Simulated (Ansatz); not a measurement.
Input for Ansatz (a first-principles code): R-wB97M-V/def2-TZVPPD on H2 (SMILES [H][H]) with ghost functions, monomers drawn apart or pushed together. Files ending in .json are basis or fitting sets from the Basis Set Exchange.

Ansatz 0.2 input:
```yaml
crystal:
  periodic: [false, false, false]
  atoms:
    - {symbol: H, position_ang: [0.60254570, 0.07167739, 3.50573132]}
    - {symbol: H, position_ang: [-0.14204778, 0.03328245, 3.53860886]}
basis:
  gaussian:
    orbitals: def2-TZVPPD.json
    ghost_atoms:
      - {symbol: F, position_ang: [0.06905009, 0.09156726, -0.12665757]}
      - {symbol: H, position_ang: [0.10900559, 0.08216204, 0.79901166]}
hamiltonian:
  xc: {name: wB97M-V}
scf: {lower_state_search: off}
```

The head of its log:

```
WARN ansatz: RAYON_NUM_THREADS=2 ignored (pool sized by the plan → 2); use --threads N
Functional definition: wB97M-V
these checks for a lower state are left out or cut short: stability, starts, cluster_reference, orbital_swaps, neighbouring_geometries, increment
integrals: 0.02 GiB planned
362 factors; their error is unknown
integrals: 0.05 GiB planned
129 factors; integrals over basis functions are off by at most 2.1e-5 eV
mean field: 0.19 GiB planned
mean field evaluation 1: about -31.5772 eV, gradient 3.7e0 eV
mean field evaluation 2: about -31.6043 eV, gradient 2.5e-1 eV
```

**Question.** Give the final energy of this run.

**Answer.** -1.1614 hartree.
